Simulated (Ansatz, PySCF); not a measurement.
Here is a job for Ansatz (a program for electronic structure).
Ansatz 0.2 input:
```yaml
crystal:
  periodic: [false, false, false]
  atoms:
    - {symbol: W, position_ang: [0.19312418, -0.17895695, -0.03195915]}
    - {symbol: O, position_ang: [1.59871201, -0.52124860, -0.85822968]}
    - {symbol: Cl, position_ang: [0.55270696, -0.37154999, 2.09430151]}
    - {symbol: Cl, position_ang: [-1.17972309, 1.02559978, -1.59328696]}
    - {symbol: Cl, position_ang: [-1.18858374, -1.82955839, -0.26385221]}
    - {symbol: Cl, position_ang: [0.22260663, 2.19979115, 0.30582675]}
basis:
  gaussian:
    orbitals: def2-SVP
hamiltonian:
  xc: b3lyp
total_charge: 1
magnetization: {spin_polarized: true, initial_magnetization: 1}
accuracy: high
```

Write the same job for PySCF.

Several could match; the one computed here: 
```python
from pyscf import gto, scf, dft

mol = gto.M(
    atom='''
W     0.193124   -0.178957   -0.031959
O     1.598712   -0.521249   -0.858230
Cl    0.552707   -0.371550    2.094302
Cl   -1.179723    1.025600   -1.593287
Cl   -1.188584   -1.829558   -0.263852
Cl    0.222607    2.199791    0.305827
''',
    basis='def2-svp',
    ecp={'W': 'def2-svp'},
    charge=1,
    spin=1,
    verbose=4,
)

mf = dft.UKS(mol)
mf.xc = 'b3lyp'
mf.grids.atom_grid = (99, 590)
mf.grids.prune = None
mf.kernel()
```

Both were run: Ansatz gave -1982.400354 Eh and PySCF -1982.400356 Eh, 0.002 mEh apart.
